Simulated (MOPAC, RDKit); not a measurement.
Dimer: N2 (SMILES N#N) (first 2 atoms) with C3H4 (SMILES C=C=C); geometry from B3LYP-D3(BJ)/def2-TZVP.
(charge 0, multiplicity 1):
```csv
atom,x (Å),y (Å),z (Å)
N,0.3035,1.6979,0.8484
N,0.3151,0.7442,0.3192
C,-0.0725,-1.5393,3.2118
C,-0.0890,-0.3511,3.7389
C,-0.1044,0.8412,4.2563
H,-0.9835,-2.0159,2.8684
H,0.8530,-2.0921,3.0977
H,0.0095,1.7236,3.6367
H,-0.2312,0.9919,5.3221
```

Monomers are frozen at their geometry in the pair; levels with a basis set take the counterpoise correction. RDKit's UFF carries no charges.

The state that PM7 reach isn't checked; PM7 holds dispersion and hydrogen-bond terms.

Codes used: MOPAC for PM7 (differences of heats of formation); RDKit for the force fields. 

Task: One of these levels gives -0.7 meV for the interaction energy. Which one is it?
(A) UFF
(B) MMFF94
(C) PM7

Result: B, MMFF94. The others give -24.3 (UFF), -42.1 (PM7)
